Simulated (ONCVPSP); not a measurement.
# P (Z = 15), ONCV: configuration errors across variants

ONCVPSP 4.0.1 input, shortened (lines: element, Z, core and valence counts, functional; n l f; lmax; l rc ep ncon nbas qcut; lloc lpopt rc5 dvloc0; l nproj debl; icmod fcfact rcfact), PBE, scalar-relativistic:

```
  P 15.00    3    2        4      upf
    1    0    2.00
    2    0    2.00
    2    1    6.00
    3    0    2.00
    3    1    1.00
    1
    0    1.65    0.00    5   10    3.30
    1    1.45    0.00    3    7    5.40
    4    5    1.40    0.00
    0    2    2.70
    1    3    1.70
    1    0.45    0.00
```

All-electron excitation energies from the reference (eV): (1) 3s2 3p3 -28.877; (2) 3s2 3p2 -19.147; (3) 3s2 3p0 29.739; (4) 3s1 3p0 81.745.

2 further variants failed, have other tests or another functional or relativity, and are left out.

A true bound ghost makes a file unfit for plane-wave use even where its test errors are small: the radial tests pick states by their node count and pass the ghost by.

Errors AE − PS in meV (a dash: test not solved or not reliable):

| change | (1) | (2) | (3) | (4) | bound ghosts | GHOST(+) flags above zero |
| --- | --- | --- | --- | --- | --- | --- |
| base | +16 | +7.6 | +13 | +48 | p | s |
| s: nbas 9 | +16 | +7.5 | +13 | +58 | p | s |
| p: qcut 3.2 | +15 | +6.9 | +13 | +45 | p | s, p |
| local potential polynomial inside 1.05 bohr (lpopt 5, dvloc0 4 Ha) | +16 | +7.6 | +13 | +48 | p | s |

**Question.** Give the same row for: core correction polynomial model core, fcfact 0.08.

**Answer.** +16, +7.9, +16, +96; bound ghosts: p; GHOST(+) flags above zero: s.
